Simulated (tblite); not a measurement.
thiooxirane (C$_{2}$H$_{4}$S), singlet, geometry from GFN2-xTB; GFN1-xTB with ALPB(water) (tblite).

Here is a job for tblite.
```
$ tblite run mol.xyz --method gfn1 --charge 0 --spin 0 --alpb water --json tblite.json --no-restart

# file mol.xyz
7

C      0.01173100    -0.72708757    -0.79850692
S      0.00262325    -0.01384904     0.85337863
C     -0.01656607     0.75261357    -0.77440663
H     -0.88881533    -1.25980956    -1.07214441
H      0.93050588    -1.22493589    -1.07717098
H      0.88233454     1.29402388    -1.03614401
H     -0.93698668     1.25915021    -1.03111744
```

Q: What does tblite print? Leave out banner, timings and long lists.

A: 
```
xTB calculator
 | screened Coulomb repulsion
 | Coulomb electrostatics
 |  * isotropic Klopman-Ohno-Mataga-Nishimoto electrostatics
 |  * onsite third-order electrostatics
 | DFT-D3(BJ) dispersion correction
 | Interactions (3)
 | [1] alpb/gbsa reaction field model
 | [2] cds contribution to solvation
 | [3] empirical free energy shift and standard state/solvent correction

halogen bonding energy    0.0000000000000E+00 Eh
repulsion energy          1.0469491003209E-01 Eh
dispersion energy        -1.7116286421886E-03 Eh
interaction energy        5.3949391855525E-04 Eh
number of electrons       1.8000000000000E+01 e
integral cutoff           1.9731147476801E+01 bohr

------------------------------------------------------------
  cycle        total energy    energy error   density error
------------------------------------------------------------
      1     -10.01823142290  -1.0121754E+01   4.9616206E-01
      2     -10.04428733421  -2.6055911E-02   3.2754118E-01
      3     -10.04330628133   9.8105288E-04   9.2377014E-02
      4     -10.04668630303  -3.3800217E-03   3.2063499E-03
      5     -10.04669220054  -5.8975145E-06   5.4761403E-04
      6     -10.04669257182  -3.7127180E-07   8.5236545E-06
------------------------------------------------------------

electronic energy        -1.0150215347125E+01 Eh
total energy             -1.0046692571817E+01 Eh

Post processing:
 | Mayer-Wiberg bond orders

[Info] JSON dump of results written to 'tblite.json'
```
